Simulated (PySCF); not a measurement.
PySCF input for TeCl4, SMILES Cl[Te](Cl)(Cl)Cl, TDA-PBE/def2-SVPD. Geometry: B3LYP-D3(BJ)/def2-SVP. The isomer is the one that the SMILES or the coordinates give; other isomers of the formula were not compared. The def2 effective core potentials stand for the cores of Te; spin–orbit coupling is left out.

```python
import numpy as np
from pyscf import gto, scf, dft, tdscf

mol = gto.M(
    atom='''
    Te    0.00000000    0.00000000    0.42236704
    Cl    1.81775325    0.00000000   -1.09538191
    Cl    0.00000001    2.47211812    0.44940879
    Cl   -1.81775327    0.00000001   -1.09538190
    Cl    0.00000000   -2.47211813    0.44940878
    ''',
    basis='def2-SVPD',
    ecp={'Te': 'def2-svp'},
    charge=0,
    spin=0,
    symmetry=True,
    max_memory=1600,
    verbose=4,
)
mf = dft.RKS(mol, xc='pbe').density_fit(auxbasis='def2-universal-jkfit')
mf.grids.level = 3
mf.conv_tol = 1e-9
mf.max_cycle = 100
mf.kernel()
mf.grids = dft.Grids(mol).set(level=1).build(with_non0tab=True)  # coarser grid for the response kernel
td = tdscf.TDA(mf)
td.singlet = True
td.nstates = 10
td.conv_tol = 1e-4
td.positive_eig_threshold = 1e-6
td.kernel(x0=td.get_init_guess(mf, 15))
td.analyze()
tt = tdscf.TDA(mf)
tt.singlet = False
tt.nstates = 4
tt.conv_tol = 1e-4
tt.positive_eig_threshold = 1e-6
tt.kernel(x0=tt.get_init_guess(mf, 9))
tt.analyze(verbose=3)
```

Program output:

```
PySCF version 2.14.0

[INPUT] verbose = 4
[INPUT] num. atoms = 5
[INPUT] num. electrons = 92
[INPUT] charge = 0
[INPUT] spin (= nelec alpha-beta = 2S) = 0
[INPUT] symmetry True subgroup None
[INPUT] Mole.unit = angstrom
[INPUT] Symbol           X                Y                Z      unit          X                Y                Z       unit  Magmom
[INPUT]  1 Te     0.000000000000   0.000000000000   0.422367040000 AA    0.000000000000   0.000000000000   0.798158029643 Bohr   0.0
[INPUT]  2 Cl     1.817753250000   0.000000000000  -1.095381910000 AA    3.435055804538   0.000000000000  -2.069971811703 Bohr   0.0
[INPUT]  3 Cl     0.000000010000   2.472118120000   0.449408790000 AA    0.000000018897   4.671626194375   0.849259531072 Bohr   0.0
[INPUT]  4 Cl    -1.817753270000   0.000000010000  -1.095381900000 AA   -3.435055842333   0.000000018897  -2.069971792806 Bohr   0.0
[INPUT]  5 Cl     0.000000000000  -2.472118130000   0.449408780000 AA    0.000000000000  -4.671626213272   0.849259512175 Bohr   0.0

nuclear repulsion = 608.070690164763
point group symmetry = C2v
symmetry origin: [-2.67711204e-09 -1.18423789e-16 -7.40148683e-17]
symmetry axis x: [ 1.00000000e+00 -1.16553609e-09  2.52344106e-09]
symmetry axis y: [-1.16553608e-09 -1.00000000e+00 -1.04506434e-09]
symmetry axis z: [ 2.52344106e-09  1.04506409e-09 -1.00000000e+00]
num. orbitals of irrep A1 = 54
num. orbitals of irrep A2 = 19
num. orbitals of irrep B1 = 35
num. orbitals of irrep B2 = 35
number of shells = 57
number of NR pGTOs = 250
number of NR cGTOs = 143
basis = def2-SVPD
ecp = {'Te': 'def2-svp'}


[settings echo left out]
init E= -2079.94656952579
HOMO (B1) = -0.662283325582956  LUMO (A2) = -0.662100975585189  gap/eV = 0.00496

WARN: A2 LUMO -0.662100975585189 < system HOMO -0.662283325582956


WARN: B1 HOMO -0.662283325582956 > system LUMO -0.662100975585189

cycle= 1 E= -2103.28043907125  delta_E= -23.3  |g|= 3.99  |ddm|= 11.1
HOMO (B2) = 0.0730626069902058  LUMO (A1) = 0.0863212129497288  gap/eV = 0.36079
cycle= 2 E= -2025.33352474389  delta_E= 77.9  |g|= 10.2  |ddm|= 49.5
HOMO (B1) = -0.452669180971913  LUMO (A1) = -0.345142718351433  gap/eV = 2.92594
cycle= 3 E= -2107.2244660522  delta_E= -81.9  |g|= 1.27  |ddm|= 48.7
HOMO (A1) = -0.17479510764135  LUMO (A1) = -0.155246384651741  gap/eV = 0.53195
cycle= 4 E= -2104.33908761161  delta_E= 2.89  |g|= 2.65  |ddm|= 5.51
HOMO (A2) = -0.261992477743439  LUMO (B1) = -0.168876530222246  gap/eV = 2.53381
cycle= 5 E= -2107.38928902511  delta_E= -3.05  |g|= 0.745  |ddm|= 4.64
HOMO (A1) = -0.284886397454929  LUMO (A1) = -0.196242269898342  gap/eV = 2.41213
cycle= 6 E= -2107.51723748375  delta_E= -0.128  |g|= 0.417  |ddm|= 1.65
HOMO (A1) = -0.278837146697202  LUMO (A1) = -0.18255670377259  gap/eV = 2.61992
cycle= 7 E= -2107.57452494087  delta_E= -0.0573  |g|= 0.0956  |ddm|= 0.71
HOMO (A1) = -0.278770536266193  LUMO (A1) = -0.17970697751629  gap/eV = 2.69566
cycle= 8 E= -2107.57734225479  delta_E= -0.00282  |g|= 0.0343  |ddm|= 0.138
HOMO (A1) = -0.278917199797658  LUMO (A1) = -0.177284545924259  gap/eV = 2.76557
cycle= 9 E= -2107.57767978006  delta_E= -0.000338  |g|= 0.0121  |ddm|= 0.0515
HOMO (A1) = -0.279005572142015  LUMO (A1) = -0.177175580984141  gap/eV = 2.77094
cycle= 10 E= -2107.57772463307  delta_E= -4.49e-05  |g|= 0.003  |ddm|= 0.0159
HOMO (A1) = -0.278881379381716  LUMO (A1) = -0.177008623277288  gap/eV = 2.77210
cycle= 11 E= -2107.57772734443  delta_E= -2.71e-06  |g|= 0.000448  |ddm|= 0.00437
HOMO (A1) = -0.278879753870962  LUMO (A1) = -0.176971961606149  gap/eV = 2.77305
cycle= 12 E= -2107.57772742736  delta_E= -8.29e-08  |g|= 8.4e-05  |ddm|= 0.00076
HOMO (A1) = -0.278882381834711  LUMO (A1) = -0.176971538441961  gap/eV = 2.77314
cycle= 13 E= -2107.5777274297  delta_E= -2.34e-09  |g|= 1.94e-05  |ddm|= 0.000145
HOMO (A1) = -0.278884741826486  LUMO (A1) = -0.176972626537648  gap/eV = 2.77317
cycle= 14 E= -2107.57772742984  delta_E= -1.36e-10  |g|= 4.8e-06  |ddm|= 3.48e-05
HOMO (A1) = -0.278883195917642  LUMO (A1) = -0.176971908090756  gap/eV = 2.77315
Extra cycle  E= -2107.57772742982  delta_E= 1.55e-11  |g|= 7.75e-06  |ddm|= 1.96e-05
converged SCF energy = -2107.57772742982
tot grids = 33296
Overwritten attributes  positive_eig_threshold  of <class 'pyscf.tdscf.rks.TDA'>


******** <class 'pyscf.tdscf.rks.TDA'> for <class 'pyscf.df.df_jk.DFSymAdaptedRKS'> ********
nstates = 10 singlet
deg_eia_thresh = 1.000e-03
wfnsym = None
conv_tol = 0.0001
eigh lindep = 1e-12
eigh level_shift = 0
eigh max_cycle = 100


Excitation energies (eV)
[2.97588362 3.03841007 3.08599888 3.11998275 3.21118841 3.2780524
 3.45725209 3.47876897 3.66296576 4.11296418]

** Singlet excitation energies and oscillator strengths **
Excited State   1:   A1      2.97588 eV    416.63 nm  f=0.0052
      43 -> 48       -0.12515
      46 -> 47       -0.69143
Excited State   2:   A2      3.03841 eV    408.06 nm  f=0.0000
      44 -> 48        0.20124
      45 -> 47       -0.67723
Excited State   3:   B1      3.08600 eV    401.76 nm  f=0.0049
      42 -> 48       -0.12353
      43 -> 47        0.17700
      46 -> 48        0.66498
Excited State   4:   B2      3.11998 eV    397.39 nm  f=0.0000
      44 -> 47       -0.50985
      45 -> 48        0.48973
Excited State   5:   A2      3.21119 eV    386.10 nm  f=0.0000
      44 -> 48        0.67685
      45 -> 47        0.19930
Excited State   6:   B1      3.27805 eV    378.23 nm  f=0.0015
      43 -> 47       -0.67933
      46 -> 48        0.17161
Excited State   7:   A1      3.45725 eV    358.62 nm  f=0.0022
      42 -> 47        0.44485
      43 -> 48       -0.53896
Excited State   8:   B2      3.47877 eV    356.40 nm  f=0.0377
      42 -> 49        0.11497
      44 -> 47        0.46723
      45 -> 48        0.48777
      46 -> 49        0.16011
Excited State   9:   B1      3.66297 eV    338.48 nm  f=0.0012
      42 -> 48       -0.69351
      46 -> 48       -0.11097
Excited State  10:   A1      4.11296 eV    301.45 nm  f=0.0097
      38 -> 47       -0.12490
      40 -> 49        0.12146
      41 -> 48       -0.22835
      42 -> 47        0.48172
      43 -> 48        0.38305
      44 -> 49        0.14158

** Transition electric dipole moments (AU) **
state          X           Y           Z        Dip. S.      Osc.
  1        -0.0000     -0.0000     -0.2679      0.0718      0.0052
  2        -0.0000      0.0000      0.0000      0.0000      0.0000
  3         0.2550      0.0000      0.0000      0.0650      0.0049
  4        -0.0000      0.0147      0.0000      0.0002      0.0000
  5        -0.0000     -0.0000      0.0000      0.0000      0.0000
  6         0.1356      0.0000      0.0000      0.0184      0.0015
  7         0.0000      0.0000      0.1601      0.0256      0.0022
  8         0.0000     -0.6651      0.0000      0.4423      0.0377
  9        -0.1166     -0.0000     -0.0000      0.0136      0.0012
 10        -0.0000     -0.0000     -0.3109      0.0967      0.0097

WARN: ECP detected. Skipping calculation of transition velocity and magnetic dipole moments, which have not yet been implemented.



******** <class 'pyscf.tdscf.rks.TDA'> for <class 'pyscf.df.df_jk.DFSymAdaptedRKS'> ********
nstates = 4 triplet
deg_eia_thresh = 1.000e-03
wfnsym = None
conv_tol = 0.0001
eigh lindep = 1e-12
eigh level_shift = 0
eigh max_cycle = 100


Excitation energies (eV)
[2.65712539 2.71069146 2.90250254 2.91709819]

** Triplet excitation energies and oscillator strengths **
Excited State   1:   A1      2.65713 eV    466.61 nm  f=0.0000
Excited State   2:   B1      2.71069 eV    457.39 nm  f=0.0000
Excited State   3:   A2      2.90250 eV    427.16 nm  f=0.0000
Excited State   4:   B2      2.91710 eV    425.03 nm  f=0.0000
```

The calculation finished and met its thresholds.
